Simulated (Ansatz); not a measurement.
Consider the formal exchange of groups at a V–F bond: `[CH3][V](=[O])([F])[F]` + CH₄ → `[CH3][V]([CH3])(=[O])[F]` + H–F.

Calculated with Ansatz (gas phase, PBE0-D4/def2-TZVP geometries, no zero-point term in ΔE). CCSD(T)/CBS adds triple-zeta CCSD(T) − MP2 to the extrapolated MP2 energy (def2 sets, frozen cores). This one scheme is used for every species. For V outer-core shells are correlated without core-valence functions, which leaves a few kJ/mol of doubt a bond. Scalar relativity is left out up to krypton.

`[CH3][V](=[O])([F])[F]`:

Z-matrix (Å, degrees):
```
C
V 1 1.989
H 1 1.093 2 106.9
H 1 1.092 2 108.5 3 120.1
H 1 1.092 2 108.5 3 -120.1
O 2 1.549 1 103.2 3 -180.0
F 2 1.723 1 106.9 3 -62.4
F 2 1.723 1 106.9 3 62.5
```

CH₄:

Z-matrix (Å, degrees):
```
C
H 1 1.090
H 1 1.090 2 109.5
H 1 1.090 2 109.5 3 -120.0
H 1 1.090 2 109.5 3 120.0
```

`[CH3][V]([CH3])(=[O])[F]`:

Z-matrix (Å, degrees):
```
C
V 1 1.997
H 1 1.093 2 108.9
H 1 1.094 2 108.0 3 120.4
H 1 1.093 2 109.5 3 -119.4
C 2 1.997 1 108.6 3 -53.7
O 2 1.553 1 105.5 3 58.9
F 2 1.732 1 111.4 3 -176.8
H 6 1.093 2 108.9 1 53.6
H 6 1.093 2 109.5 1 173.0
H 6 1.094 2 108.0 1 -66.8
```

H–F:

Cartesian coordinates in Å:
```
F 0.389 -0.064 0.237
H -0.389 0.064 -0.237
```

| species | HF/def2-SVP energy (Eh) |
| --- | --- |
| `[CH3][V](=[O])([F])[F]` | -1255.84240 |
| CH₄ | -40.16918 |
| `[CH3][V]([CH3])(=[O])[F]` | -1196.01207 |
| H–F | -99.93236 |

Work out ΔE.

ΔE = (-1196.01207) + (-99.93236) − (-1255.84240) − (-40.16918) = 0.06715 Eh = +176.3 kJ/mol. CCSD(T)/CBS gives +160.6 kJ/mol.

What do rigid-rotor, harmonic-oscillator terms from PBE0-D4/def2-TZVP frequencies (298.15 K, 1 bar) make of the CCSD(T)/CBS value? (Estimate.)

The calculation gave: ΔZPE = -8.6 kJ/mol, ΔH = +154.6 kJ/mol, ΔS = 15 J/(mol·K), ΔG = +150.1 kJ/mol.

Largest T1 diagnostic among the species: 0.031, so the coupled-cluster value is less sure than usual.

The D4 term adds −5.0 kJ/mol with B3LYP and −3.0 kJ/mol with PBE0; it sums over pairs of atoms, weighted by their polarisabilities, and B3LYP, whose exchange is more repulsive, gets the larger term. From PBE to PBE0 (25 % exact exchange), in def2-TZVPP and without D4, ΔE moves by −9.7 kJ/mol. Leaving LDA and LC-ωPBE aside and taking each functional with its dispersion term where it has one, the values, not all of them listed here, spread over 18.3 kJ/mol, from PBE-QIDH to B97M-V. LDA lies −5.9 kJ/mol from PBE without D4.

B3LYP here is the variant with VWN-RPA as its local correlation; programs differ in this.
